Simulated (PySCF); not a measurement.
# Ionising MgBi

B3LYP; basis Mg def2-SVPD, Bi def2-SVPD with ECP60; scalar-relativistic core potentials; PySCF 2.14. Neutral (UKS): quartet (σ ↑, π ↑↑), Re = 2.986 Å, ωe = 174 cm⁻¹, De = 0.47 eV, HOMO -4.53 eV, LUMO -3.06 eV.

MgBi⁺ (UKS): triplet (π ↑↑), Re = 2.849 Å, ωe = 218 cm⁻¹. The energies at the minima are -414.71773 hartree for MgBi and -414.48118 for MgBi⁺.

Problem. Work out the adiabatic ionisation energy, without and with harmonic zero-point energies (1 hartree = 27.2114 eV, 1 eV = 8065.5 cm⁻¹), and the change of the bond length.

Solution. At B3LYP: 0.23655 hartree = 6.437 eV between the minima; the zero-point term (218.0 − 174.0)/2 cm⁻¹ = +0.003 eV makes it 6.440 eV. Re changes by -13.7 pm against the neutral. The electron leaves a σ orbital, and the shorter bond of the ion fits an antibonding orbital, or a change in how ionic the bond is.

Weak bonds: MgBi. Basis-set superposition, not corrected here, can be much of De in a small basis, most of all at correlated wavefunction levels. Spin–orbit coupling is left out, which matters for elements this heavy, above all for dissociation energies. States were picked by a PBE0 search and need not be the measured ground states.
